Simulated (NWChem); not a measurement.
Species: C2H6O2Si; SMILES O=CC[SiH2]O

```xyz
11

O      0.2954     2.5894    -0.3516
C     -0.1710     1.7821     0.4088
C     -0.7971     0.4892     0.0009
Si     0.4226    -0.9653     0.0971
O     -0.3682    -2.4122    -0.1289
H     -0.1280     1.9524     1.5179
H     -1.6362     0.2342     0.6697
H     -1.1543     0.5678    -1.0386
H      1.4888    -0.7515    -0.9277
H      1.0106    -1.0255     1.4626
H     -0.6388    -2.6333    -1.0244
```
Atoms are numbered in this order, from 1.

All runs: NWChem. Geometry: optimised at PBE0/def2-SVP. GIAO values for the isolated, static molecule; σ is the absolute isotropic shielding, δ = σ(reference) − σ with the isolated reference molecule computed at the same levels (13C: tetramethylsilane, 1H: tetramethylsilane, 17O: water, 29Si: tetramethylsilane).

### Question
Among these, which level gives the lowest value of “δ H11 (ppm)”?
A) PBE/pcSseg-1
B) LDA (Slater exchange, VWN5)/pcSseg-1
C) BHandHLYP/pcSseg-1

### Answer
A, PBE/pcSseg-1. Values: PBE/pcSseg-1 0.69; LDA (Slater exchange, VWN5)/pcSseg-1 0.90; BHandHLYP/pcSseg-1 1.04
